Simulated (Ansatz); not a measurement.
Program: Ansatz. Geometries: PBE0-D4/def2-TZVP. ΔE: electronic, gas phase. CBS: MP2 limit from def2 TZ/QZ plus the TZ coupled-cluster correction, frozen cores. This one scheme is used for every species. DFT in def2-TZVPP. HSE06 is defined as in plane-wave codes. For Ge outer-core shells are correlated without core-valence functions, which leaves a few kJ/mol of doubt a bond. Scalar relativity is left out up to krypton. Each species was taken in one conformer, which may not be the lowest.

Consider the germylene formation by 1,1-elimination: `[F][Ge]([F])([SH])[SH]` → `[F][Ge][F]` + `SS`.

(1) Is it downhill or uphill in electronic energy at CCSD(T)/CBS, and by how much? (An estimate is asked.)

(2) What do these levels give: HSE06-D4, B2PLYP, PBE-QIDH, PBE, r2SCAN, CAM-B3LYP, MP2/def2-SVP, CCSD/def2-SVP, CCSD(T)/def2-SVP, SCS-MP2/def2-TZVPP, HF/CBS(def2), CCSD/CBS(def2)? (Best estimate.)

Largest T1 diagnostic among the species: 0.015.

## Answers

(1) Computed: Uphill: ΔE = +41.9 kcal/mol.

(2) Ansatz gave: HSE06-D4 43.6, B2PLYP 39.2, PBE-QIDH 48.7, PBE 35.5, r2SCAN 44.4, CAM-B3LYP 36.8, MP2/def2-SVP 52.9, CCSD/def2-SVP 47.5, CCSD(T)/def2-SVP 47.8, SCS-MP2/def2-TZVPP 45.9, HF/CBS(def2) 41.4, CCSD/CBS(def2) 41.3 kcal/mol.

In def2-TZVPP, CCSD(T) changes the Hartree–Fock value by +3.9 kcal/mol (the triples alone add +0.6 kcal/mol) and MP2 by +7.1 kcal/mol. From BLYP to BHLYP (50 % exact exchange), in def2-TZVPP and without D4, ΔE moves by +12.9 kcal/mol. Leaving LDA and LC-ωPBE aside and taking each functional with its dispersion term where it has one, the values, not all of them listed here, spread over 17.3 kcal/mol, from BLYP-D4 to PBE-QIDH. LDA lies +9.0 kcal/mol from PBE without D4.
